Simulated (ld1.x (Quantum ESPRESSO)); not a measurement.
What the settings do to the RRKJ potential of oxygen

Base potential:

| Quantity | Value |
| --- | --- |
| Element | oxygen |
| Generator | ld1.x (Quantum ESPRESSO) 7.5 |
| Type | norm-conserving RRKJ (Kleinman–Bylander form) |
| Functional | PBE |
| Relativity | non-relativistic |
| Frozen core | [He] |
| Valence charge | 6 |
| Reference configuration | 2s2 2p4 |
| Partial waves | 2s (bound): rc 0.90 bohr; 2p (bound): rc 1.05 bohr |
| Local potential | the p channel |
| Core correction | Bessel-smoothed model core inside 0.90 bohr |

Cutoffs, loose and tight: the cutoffs (Ry, on a coarse ladder) from which the occupation-weighted sum of valence levels, in a spherical-Bessel basis at the reference potential, stays within 10 and 1 mRy of its value at 400 Ry. They do not see the model core or the augmentation charge, which bear on the density cutoff. Test errors are all-electron minus pseudo excitation energies from the reference, over the configurations 2s2 2p3; 2s2 2p2; 2s2 2p1; 2s2 2p3.5; 2s1 2p4; 2s2 2p0; 2s1 2p5. A dash means not determined; rows that change the core or the reference have their own tests.

| change | outcome | cutoff, loose | cutoff, tight | bound ghosts | largest test error (meV) |
| --- | --- | --- | --- | --- | --- |
| base | generated | 110 Ry | 180 Ry | none | +670 |
| wave 2s (bound): rc 0.90 bohr becomes 2s (bound): rc 0.58 bohr | failed: compute_chi: n is too large | – | – | – | – |
| wave 2s (bound): rc 0.90 bohr becomes 2s (bound): rc 0.68 bohr | generated | 100 Ry | 160 Ry | none | +723 |
| wave 2s (bound): rc 0.90 bohr becomes 2s (bound): rc 0.74 bohr | generated | 110 Ry | 180 Ry | none | +685 |
| wave 2s (bound): rc 0.90 bohr becomes 2s (bound): rc 0.84 bohr | generated | 110 Ry | 180 Ry | none | +670 |
| wave 2s (bound): rc 0.90 bohr becomes 2s (bound): rc 0.94 bohr | generated | 100 Ry | 180 Ry | none | +677 |
| wave 2s (bound): rc 0.90 bohr becomes 2s (bound): rc 1.02 bohr | generated | 100 Ry | 180 Ry | none | +709 |
| wave 2s (bound): rc 0.90 bohr becomes 2s (bound): rc 1.12 bohr | generated | 100 Ry | 160 Ry | none | +802 |
| wave 2s (bound): rc 0.90 bohr becomes 2s (bound): rc 1.20 bohr | generated | 100 Ry | 160 Ry | none | +867 |
| wave 2s (bound): rc 0.90 bohr becomes 2s (bound): rc 1.26 bohr | generated | 100 Ry | 160 Ry | none | +945 |
| wave 2s (bound): rc 0.90 bohr becomes 2s (bound): rc 1.34 bohr | generated | 100 Ry | 160 Ry | none | +1085 |

Reading the sweep of the s radius (base included, trends over the rows without a ghost): The loose cutoff stays near 100 Ry. The median size of the test errors (rows with all tests solved) rises from 8.8 meV at 0.68 to 22.6 meV at 1.34 bohr, with one reversal. More of the atom is replaced by a form fitted at one configuration, so other configurations suffer as the radius grows. The generation fails at 0.58 bohr.
